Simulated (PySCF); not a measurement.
Be(OH)(NH2) (BeH3NO), SMILES [OH][Be][NH2].

Geometry optimised at PBE0-D3(BJ)/def2-TZVP. Other conformers were not sampled.

Computed with M06-2X/def2-TZVPD in PySCF.

Symmetry labels are those of the subgroup Cs that the program uses (full group Cs).

Computed valence orbital energies around the gap with their symmetry:
```csv
orbital,symmetry,energy (eV)
HOMO−7,A',-29.60
HOMO−6,A',-25.01
HOMO−5,A',-15.57
HOMO−4,A",-14.64
HOMO−3,A',-12.87
HOMO−2,A',-11.46
HOMO−1,A",-10.81
HOMO,A',-8.65
LUMO,A',-0.22
LUMO+1,A',0.47
LUMO+2,A",0.57
LUMO+3,A',0.83
```
